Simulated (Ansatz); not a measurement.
Compare A (`[GeH3][CH]1O[SiH2]O1`) with its isomer B (`[OH][GeH]1[CH2][SiH2][O]1`).

Gas-phase electronic energies from Ansatz, PBE0-D4/def2-TZVP geometries. CCSD(T)/CBS adds triple-zeta CCSD(T) − MP2 to the extrapolated MP2 energy (def2 sets, frozen cores). DFT in def2-TZVPP. B3LYP here is the variant with VWN-RPA as its local correlation; programs differ in this. For Ge outer-core shells are correlated without core-valence functions, which leaves a few kJ/mol of doubt a bond. Scalar relativity is left out up to krypton. Each species was taken in one conformer, which may not be the lowest.

Problem. Which isomer does CCSD(T)/CBS put lower? Give the gap. (Estimate.)

Solution. Ansatz gave: B, by 44.4 kcal/mol.

Problem. Give E(B) − E(A) in kcal/mol with B3LYP-D4, PBE0-D4, B3LYP, CCSD/def2-TZVPP, CCSD(T)/def2-TZVPP, HF/def2-TZVPP, MP2/def2-TZVPP. (Best estimate.)

Solution. Ansatz gave: B3LYP-D4 -40.8, PBE0-D4 -42.2, B3LYP -40.6, CCSD/def2-TZVPP -43.1, CCSD(T)/def2-TZVPP -43.6, HF/def2-TZVPP -40.2, MP2/def2-TZVPP -47.1. None reverses the order clearly.

Largest T1 diagnostic: 0.013.

In def2-TZVPP, CCSD(T) changes the Hartree–Fock value by −3.5 kcal/mol (the triples alone add −0.5 kcal/mol) and MP2 by −6.9 kcal/mol. From PBE to PBE0 (25 % exact exchange), in def2-TZVPP and without D4, E(B) − E(A) moves by −0.8 kcal/mol.
